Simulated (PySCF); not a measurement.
# C₆ coefficients of unlike pairs at UHF

Calculated with PySCF 2.14 from the dipole response of each species, C₆(A,B) = (3/π) ∫ α_A(iu) α_B(iu) du, in atomic units, from isotropic polarisabilities. For ions this is the dispersion term alone; charge-induced terms of lower order in 1/R come first.

| species | configuration | basis | relativity | α (bohr³) | C₆ (like pair) |
| --- | --- | --- | --- | --- | --- |
| Pb⁺ | [Xe] 4f14 5d10 6s2 6p1 (2P) | aug-cc-pVQZ-PP with one added diffuse shell each of s, p, d, f, g type with ECP60MDF (8s8p6d4f3g) | core potential | 28.78 | 250.4 |
| Be⁺ | [He] 2s1 (2S) | dyall-av2z (11s7p2d) | none | 25.02 | 71.53 |
| Ru²⁺ | [Kr] 4d6 (5D) | def2-QZVPPD with the def2 core potential (28 electrons) (7s5p4d4f2g) | core potential | 7.371 | 39.12 |
| K | [Ar] 4s1 (2S) | dyall-av3z (25s18p5d2f) | spin-free X2C | 408.0 | 6427 |

(1) Estimate C₆ for Ru²⁺ with Pb⁺.

No spin-orbit coupling is included.

The other pairs:

| pair | C₆ |
| --- | --- |
| K, Ru²⁺ | 240.0 |
| K, Be⁺ | 595.7 |
| K, Pb⁺ | 835.4 |
| Ru²⁺, Be⁺ | 37.05 |
| Be⁺, Pb⁺ | 118.8 |

Answers

(1) The integral gives 92.92. The combination rule 2 C_A C_B / (C_A α_B/α_A + C_B α_A/α_B) gives 90.35 and the geometric mean 98.98.
